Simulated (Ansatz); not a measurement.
The first iterations of a band of BClFH₃O (7 atoms, charge 0, multiplicity 1).

Theory: RKS PBE0-D4/def2-SVP (Ansatz).

```json
{
  "movable images": "7",
  "climbing image": "yes",
  "spring": "5.0 eV/Å²",
  "optimiser": "quadratic models (default)",
  "start path": "through a guess of the saddle point",
  "force threshold": "0.05 eV/Å",
  "iteration limit": "60",
  "end points": "relaxed"
}
```

First end point:

```xyz
7
Properties=species:S:1:pos:R:3
B 0.055 0.029 0.234
H 0.401 0.807 1.087
Cl 1.197 -0.119 -1.200
F -1.262 0.013 -0.103
O 0.230 -1.503 0.929
H 0.778 -1.987 0.286
H -0.655 -1.900 0.898
```

Last end point:

```xyz
7
Properties=species:S:1:pos:R:3
B 0.142 -0.707 -0.610
H -0.167 0.458 2.238
Cl 1.363 0.406 -1.191
F -1.136 -0.365 -0.712
O 0.509 -1.883 -0.081
H -0.244 -2.411 0.207
H 0.277 -0.158 2.279
```

| iteration | highest image above the first end (eV) | largest band force component (eV/Å) |
| --- | --- | --- |
| 1 | 5.132 | 24.791 |
| 2 | 1.634 | 3.061 |
| 3 | 1.304 | 9.793 |
| 4 | 1.178 | 1.782 |

Q: Does the band converge within its limit, and where does its top end?

A: The forces met the threshold. It ended after 14 iterations with the highest image 1.131 eV above the first end. Neighbouring images differ by up to 1.3 eV, so the band resolves the path poorly. A vibrational analysis at the climbing image gives one clearly imaginary mode, 1381i cm⁻¹: a first-order saddle point. The orbitals stay closed-shell, which can raise the energy where a bond breaks towards radicals; this wasn't checked here.

The run took 4.3 min on 1 thread of Arm Neoverse V1, on a shared host, peak memory 0.15 GiB.
